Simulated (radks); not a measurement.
Spherical quantum dot in the effective-mass picture: electrons in a hard-walled sphere of radius 2.24, with a point charge +1 (a donor) at the centre, all in effective atomic units (hartree* = m*/eps^2 hartree, bohr* = eps/m* bohr), one dielectric constant everywhere. Calculated with a radial shooting solver with Libxc functionals: non-relativistic Kohn-Sham, exchange-only LDA, spin-polarised, spherical densities. Levels are named by radial order and angular momentum (1s, 1p, 1d, 2s, ...), and open shells are averaged over m. Each electron was tried in the lowest free levels, single moves between levels near the top were tried too, and the lowest total energy was kept; such a search can miss a lower state. At N = 1 the Hartree and exchange-correlation terms need not cancel, so that row can carry a self-interaction error.

\begin{tabular}{lrrrrrrr}
N & open shells & 2S & E (hartree*) & mu = E(N) - E(N-1) (hartree*) & addition energy mu(N+1) - mu(N) (hartree*) & e(HOMO) (hartree*) & rms radius (bohr*) \\ \hline
1 & 1s(up 1, down 0) & 1 & -0.179761 & -0.17976 & 0.9160 & 0.15887 & 1.037 \\
2 & none & 0 & 0.556491 & 0.73625 & 1.812 & 1.0395 & 1.094 \\
3 & 1p(up 1, down 0) & 1 & 3.10497 & 2.5485 & 0.5718 & 2.8290 & 1.209 \\
4 & 1p(up 2, down 0) & 2 & 6.22521 & 3.1202 & 0.5910 & 3.4141 & 1.269 \\
5 & 1p(up 3, down 0) & 3 & 9.93640 & 3.7112 & 0.8115 & 4.0091 & 1.308 \\
6 & 1p(up 3, down 1) & 2 & 14.4591 & 4.5227 & 0.5502 & 4.7923 & 1.338 \\
7 & 1p(up 3, down 2) & 1 & 19.5319 & 5.0728 & 0.5706 & 5.3563 & 1.361 \\
8 & none & 0 & 25.1754 & 5.6435 & 1.746 & 5.9318 & 1.380 \\
9 & 1d(up 1, down 0) & 1 & 32.5645 & 7.3891 & 0.5491 & 7.6627 & 1.406 \\
10 & 1d(up 2, down 0) & 2 & 40.5027 & 7.9382 & 0.5534 & 8.2144 & 1.427 \\
11 & 1d(up 3, down 0) & 3 & 48.9943 & 8.4916 & 0.5559 & 8.7693 & 1.444 \\
12 & 1d(up 4, down 0) & 4 & 58.0419 & 9.0476 & 0.5574 & 9.3261 & 1.460 \\
13 & 1d(up 5, down 0) & 5 & 67.6469 & 9.6050 & 0.7492 & 9.8840 & 1.473 \\
14 & 1d(up 5, down 1) & 4 & 78.0010 & 10.354 & 0.5387 & 10.622 & 1.485 \\
15 & 1d(up 5, down 2) & 3 & 88.8938 & 10.893 & 0.5433 & 11.164 & 1.496 \\
16 & 1d(up 5, down 3) & 2 & 100.330 & 11.436 & 0.5462 & 11.709 & 1.505 \\
17 & 1d(up 5, down 4) & 1 & 112.312 & 11.982 & 0.5480 & 12.256 & 1.514 \\
18 & none & 0 & 124.843 & 12.530 & 1.282 & 12.805 & 1.522 \\
19 & 2s(up 1, down 0) & 1 & 138.655 & 13.812 & 0.8930 & 14.172 & 1.517 \\
20 & none & 0 & 153.360 & 14.705 & 0.8804 & 15.066 & 1.511 \\
21 & 1f(up 1, down 0) & 1 & 168.945 & 15.586 & 0.5342 & 15.852 & 1.521 \\
22 & 1f(up 2, down 0) & 2 & 185.065 & 16.120 & 0.5352 & 16.387 & 1.530 \\
23 & 1f(up 3, down 0) & 3 & 201.720 & 16.655 & 0.5360 & 16.923 & 1.538 \\
24 & 1f(up 4, down 0) & 4 & 218.911 & 17.191 & 0.5365 & 17.459 & 1.546 \\
25 & 1f(up 5, down 0) & 5 & 236.639 & 17.727 & 0.5368 & 17.996 & 1.553 \\
26 & 1f(up 6, down 0) & 6 & 254.903 & 18.264 & 0.5371 & 18.545 & 1.560 \\
27 & 1f(up 7, down 0) & 7 & 273.704 & 18.801 & 0.7065 & 19.122 & 1.566 \\
28 & 1f(up 7, down 1) & 6 & 293.212 & 19.508 & 0.5282 & 19.772 & 1.572 \\
29 & 1f(up 7, down 2) & 5 & 313.248 & 20.036 & 0.5293 & 20.301 & 1.578 \\
30 & 1f(up 7, down 3) & 4 & 333.814 & 20.565 & 0.5302 & 20.830 & 1.583 \\
31 & 1f(up 7, down 4) & 3 & 354.909 & 21.096 & 0.5308 & 21.383 & 1.588 \\
32 & 1f(up 7, down 5) & 2 & 376.536 & 21.626 & 0.5040 & 21.949 & 1.593 \\
33 & 2s(up 1, down 0) & 1 & 398.666 & 22.130 & 0.5864 & 22.391 & 1.608 \\
34 & none & 0 & 421.383 & 22.717 & 2.053 & 23.078 & 1.602 \\
35 & 1g(up 1, down 0) & 1 & 446.153 & 24.770 & 0.5238 & 25.032 & 1.607 \\
36 & 1g(up 2, down 0) & 2 & 471.447 & 25.294 & 0.5241 & 25.556 & 1.612 \\
37 & 1g(up 3, down 0) & 3 & 497.265 & 25.818 & 0.5244 & 26.080 & 1.617 \\
38 & 1g(up 4, down 0) & 4 & 523.607 & 26.342 & 0.5246 & 26.605 & 1.621 \\
39 & 1g(up 5, down 0) & 5 & 550.474 & 26.867 & 0.5248 & 27.129 & 1.626 \\
40 & 1g(up 6, down 0) & 6 & 577.866 & 27.392 & 0.5249 & 27.654 & 1.630 \\
41 & 1g(up 7, down 0) & 7 & 605.783 & 27.917 & 0.5250 & 28.179 & 1.634 \\
42 & 1g(up 8, down 0) & 8 & 634.225 & 28.442 & 0.5251 & 28.704 & 1.638 \\
43 & 1g(up 9, down 0) & 9 & 663.192 & 28.967 & - & 29.229 & 1.641 \\
\end{tabular}

All shells are closed at N = 2, 8, 18, 20, 34 (there: 1s2 1p6 1d10 2s2 1f14); the second difference of the energy has clear peaks (12 % above both neighbours; the first and last values, which can be the largest, are not judged, and half-filled shells can peak too) at N = 2, 5, 8, 13, 18, 27, 34.
